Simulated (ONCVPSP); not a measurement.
**lead (Pb): one change to an ONCV potential, before and after**

lead, optimised norm-conserving Vanderbilt (ONCV), made with ONCVPSP 4.0.1 (LDA (Perdew-Wang 92), fully relativistic). Core [Xe] 4f14 5d10, reference 6s2 6p2. Waves: 6s: rc 2.10 bohr, ncon 4, nbas 8, qcut 3.4 1/bohr, 2 projectors, debl 0.7 Ha; 6p: rc 2.05 bohr, ncon 4, nbas 8, qcut 4 1/bohr, 2 projectors, debl 2.7 Ha. Local part: polynomial inside 1.60 bohr (lpopt 4, dvloc0 0 Ha). Core correction: none.

Open shells are filled in proportion to 2j + 1.

All-electron outer shells of the reference configuration (LDA (PZ), scalar-relativistic, ld1.x):

```tsv
shell	level (eV)	outermost node (bohr)	outermost maximum (bohr)
5p	-85.96	0.49	0.88
5d	-21.29	0.52	1.07
6s	-12.32	1.01	1.95
6p	-3.71	1.18	2.63
```

Change: s: rc 2.96.

Cutoffs: the cutoffs (Ha) at which the residual kinetic energy of the hardest occupied pseudo-wave falls to 1 and 0.1 mHa per electron; they do not see the model core or the augmentation charge, which bear on the density cutoff. Errors are all-electron minus pseudo energies relative to the spin-unpolarised reference configuration.

What does the change do?

The potential gets softer (7.6 Ha and 43 Ha → 6.3 Ha and 43 Ha); both files keep a bound ghost (p); of the 4 tests that both files solve, the error grows in 3 and shrinks in 1 by more than 15 % and 0.3 meV (median size 38.9 → 49.3 meV). A larger radius leaves more room for a smooth pseudo-wave, so fewer plane waves are needed.

| quantity | base | changed |
| --- | --- | --- |
| cutoff, loose | 7.6 Ha | 6.3 Ha |
| cutoff, tight | 43 Ha | 43 Ha |
| loose cutoff by channel | s 7.6 Ha, p 6.3 Ha | s 4.3 Ha, p 6.3 Ha |
| bound ghosts | p3/2 | p3/2 |
| GHOST(+) flags under 300 eV | s at 22.9 eV | s at 20.4 eV |
| error for 6s2 6p1, meV [ΔE 6.95 eV] | +8.7 | +11 |
| error for 6s2 6p0, meV [ΔE 20.87 eV] | +69 | +88 |
| error for 6s1 6p0, meV [ΔE 53.74 eV] | +278 | +219 |
| error for 6s2 6p1.5, meV [ΔE 2.67 eV] | +1.6 | +2.0 |
| p3/2: phases at 2.08 bohr within 0.05 rad from the reference energy up to (Ha; the scan ends near 5) | to the end of the scan | to the end of the scan |
| p1/2: phases at 2.08 bohr within 0.05 rad from the reference energy up to (Ha; the scan ends near 5) | 3.7 | 3.7 |

Base: The cutoffs count occupied waves only; projector 2 of the p channel, the hardest unoccupied one, needs 52 Ha at the loose tolerance. Changed file: The cutoffs count occupied waves only; projector 2 of the p channel, the hardest unoccupied one, needs 52 Ha at the loose tolerance. A true bound ghost makes a file unfit for plane-wave use even where its test errors are small: the radial tests pick states by their node count and pass the ghost by.
